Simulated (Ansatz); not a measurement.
Sn4H2. Total charge 0; singlet. Geometry PBE0-D4/def2-SVP.

Cartesian coordinates in Å:
```
Sn -0.4941 -2.1997 -1.1661
Sn 0.4073 0.5101 -1.1299
Sn -0.5414 -0.8194 1.4007
Sn 0.2573 1.9753 1.3801
H 1.8153 1.1020 0.9704
H -1.4444 -0.5683 -1.4552
```

In the def2 sets Sn takes a core potential; there is no spin–orbit coupling. The structure comes from a short search, and lower isomers may exist.

Problem. Estimate the orbital energies around the gap (eV) in Ansatz with LDA (SPW92)/def2-TZVP, PBE-D4/def2-SVP, PBE-D4/def2-TZVP, r2SCAN-D4/def2-TZVP, PBE0-D4/def2-SVP.

Solution. 
```tsv
orbital	LDA (SPW92)/def2-TZVP	PBE-D4/def2-SVP	PBE-D4/def2-TZVP	r2SCAN-D4/def2-TZVP	PBE0-D4/def2-SVP
HOMO−13	-24.99	-25.01	-24.96	-25.71	-27.86
HOMO−12	-24.96	-24.97	-24.93	-25.68	-27.82
HOMO−11	-24.89	-24.92	-24.86	-25.61	-27.76
HOMO−10	-24.87	-24.89	-24.83	-25.59	-27.74
HOMO−9	-24.83	-24.86	-24.80	-25.54	-27.70
HOMO−8	-13.86	-13.66	-13.58	-14.14	-15.40
HOMO−7	-11.96	-11.74	-11.69	-12.14	-13.26
HOMO−6	-10.48	-10.20	-10.18	-10.52	-11.43
HOMO−5	-9.33	-9.01	-9.00	-9.26	-10.06
HOMO−4	-7.60	-7.44	-7.43	-7.74	-8.48
HOMO−3	-6.54	-6.40	-6.41	-6.68	-7.37
HOMO−2	-5.58	-5.37	-5.36	-5.57	-6.09
HOMO−1	-5.34	-5.15	-5.15	-5.38	-5.93
HOMO	-5.13	-4.93	-4.93	-5.14	-5.69
LUMO	-3.65	-3.41	-3.41	-3.38	-2.79
LUMO+1	-3.22	-2.97	-2.98	-2.97	-2.47
LUMO+2	-2.83	-2.56	-2.57	-2.49	-1.92
LUMO+3	-1.70	-1.41	-1.50	-1.34	-0.82
LUMO+4	-1.40	-1.06	-1.19	-0.92	-0.46
LUMO+5	-0.88	-0.52	-0.67	-0.39	0.14
```
